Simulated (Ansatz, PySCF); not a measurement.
Pair of molecules: GeH4 (SMILES [GeH4]) (first 5 atoms) with C2H6 (SMILES CC); geometry from B3LYP-D3(BJ)/def2-TZVP, rigid monomers moved along the line of their centres of mass till Ge1···C6 is 4.38 Å.
(charge 0, multiplicity 1):
| atom | x (Å) | y (Å) | z (Å) |
|---|---|---|---|
| Ge | -0.1545 | 0.1485 | -0.2464 |
| H | -0.5052 | -0.0597 | -1.7277 |
| H | 0.4200 | -1.1531 | 0.3312 |
| H | -1.4220 | 0.5348 | 0.5293 |
| H | 0.8864 | 1.2701 | -0.1198 |
| C | 0.6073 | 0.4461 | 4.0581 |
| C | -0.3404 | -0.7024 | 4.3908 |
| H | 1.0568 | 0.8646 | 4.9606 |
| H | 0.0851 | 1.2566 | 3.5459 |
| H | 1.4209 | 0.1152 | 3.4097 |
| H | 0.1825 | -1.5115 | 4.9045 |
| H | -0.7893 | -1.1213 | 3.4885 |
| H | -1.1534 | -0.3705 | 5.0394 |

Interaction energies are E(AB) − E(A) − E(B) at the monomers' geometry in the complex; basis-set methods are counterpoise corrected.

Cores are frozen in the correlated methods. Filled d and f shells under p-block atoms count as core.

Codes used: Ansatz (an electronic-structure program) with Gaussian orbitals; PySCF for the dispersion terms. Each number belongs to the level named beside it.

PBE/def2-TZVPPD gives -0.31 kcal/mol for the interaction energy.

Task: Where do these levels fall relative to PBE: PBE-D3(BJ)/def2-TZVPPD, r2SCAN/def2-TZVPPD, B3LYP/def2-TZVPPD, wB97M-V/def2-TZVPPD, MP2/aug-cc-pVDZ, CCSD(T)/aug-cc-pVDZ.

Result: PBE-D3(BJ)/def2-TZVPPD -0.74; r2SCAN/def2-TZVPPD -0.06; B3LYP/def2-TZVPPD 0.55; wB97M-V/def2-TZVPPD -0.46; MP2/aug-cc-pVDZ -0.38; CCSD(T)/aug-cc-pVDZ -0.41 kcal/mol. 1 of 6 lie above PBE; the widest gap is to PBE-D3(BJ)/def2-TZVPPD.
